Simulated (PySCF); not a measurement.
SMILES [SiH2](COC)N (C₂H₉NOSi) (GFN2-xTB optimised geometry):

```
14

C      2.060    -0.666     0.000
O      0.659    -0.666     0.000
C      0.100     0.634     0.000
Si    -1.790     0.411     0.035
N     -2.141    -0.498    -1.381
H      2.380    -1.707    -0.001
H      2.458    -0.163     0.891
H      2.458    -0.161    -0.890
H      0.435     1.185    -0.889
H      0.455     1.196     0.874
H     -2.152    -0.200     1.322
H     -2.458     1.707    -0.113
H     -1.494    -1.230    -1.631
H     -3.087    -0.792    -1.565
```

Calculation: B3LYP/def2-TZVP (PySCF).

Problem. What are the frontier orbital energies and the dipole moment?

Solution. HOMO-2 -8.18 eV, HOMO-1 -7.28 eV, HOMO -7.01 eV, LUMO 0.36 eV, LUMO+1 0.86 eV; dipole moment 0.70 D.

On the same geometry PBE/def2-TZVP in PySCF gives HOMO-2 -7.02 eV, HOMO-1 -5.93 eV, HOMO -5.81 eV, LUMO -0.22 eV, LUMO+1 0.32 eV; dipole moment 0.75 D.

Meta-Löwdin charges at B3LYP/def2-TZVP: C1 -0.11, O2 -0.40, C3 -0.24, Si4 0.80, N5 -0.74, H6 0.12, H7 0.09, H8 0.09, H9 0.10, H10 0.09, H11 -0.15, H12 -0.13, H13 0.24, H14 0.23.
